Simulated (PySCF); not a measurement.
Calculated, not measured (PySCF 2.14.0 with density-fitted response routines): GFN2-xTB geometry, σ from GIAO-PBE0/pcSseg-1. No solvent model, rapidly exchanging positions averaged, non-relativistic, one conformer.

δ = σ(ref) − σ, references computed at the same level: TMS for ¹H (σref 31.72) and ¹³C (σref 186.93). Shifts are as computed. Against solution values, carbons near 30 ppm lie about +3 ppm off and those near 130 ppm about +5 ppm; carbons on Cl a further +6 ppm. Of 1211 compounds with measured shifts, 218 miss one by over three times the rms of a fit or turn the order of signals round; such compounds aren't used in these exercises. Carbons bonded to Cl come out too deshielded.

Q: Order these molecules by the shift of their most shielded carbon, lowest δ first.
A. FC(F)OC1=COCC1
B. C=Cc1ccc(F)cc1C(=O)Cl
C. C=CC(=O)Cl
D. CC#CP(C)c1ccoc1
E. CC1=CO[C@H]1C=O
F. C[SiH]([SiH3])[SiH3]

A: F (-7.1 ppm, methyl carbon bonded to Si), D (6.2 ppm, propargylic methyl carbon), E (11.9 ppm, allylic methyl carbon), A (34.4 ppm, allylic sp3 CH2), B (122.1 ppm, aromatic CH), C (141.7 ppm, α carbon of a C=C–C=O unit).

Q: Order these molecules by the shift of their most deshielded carbon, lowest δ first.
A. CC1=CO[C@H]1C=O
B. FC(F)OC1=COCC1
C. C[SiH]([SiH3])[SiH3]
D. CC#CP(C)c1ccoc1

A: C (-7.1 ppm, methyl carbon bonded to Si), B (141.2 ppm, alkene carbon bearing oxygen), D (148.0 ppm, aromatic CH next to the ring oxygen), A (204.2 ppm, aldehyde carbonyl carbon).

Q: How many ¹³C and ¹H signals does each give (equivalence by symmetry and fast rotation, but not about amide C–N or C=N bonds)? `C=CC(=O)Cl`, `CC1=CO[C@H]1C=O`, `C[SiH]([SiH3])[SiH3]`, `C=Cc1ccc(F)cc1C(=O)Cl`, `CC#CP(C)c1ccoc1`, `FC(F)OC1=COCC1`

A: C=CC(=O)Cl: 3 C, 3 H; CC1=CO[C@H]1C=O: 5 C, 4 H; C[SiH]([SiH3])[SiH3]: 1 C, 3 H; C=Cc1ccc(F)cc1C(=O)Cl: 9 C, 6 H; CC#CP(C)c1ccoc1: 8 C, 5 H; FC(F)OC1=COCC1: 5 C, 4 H.
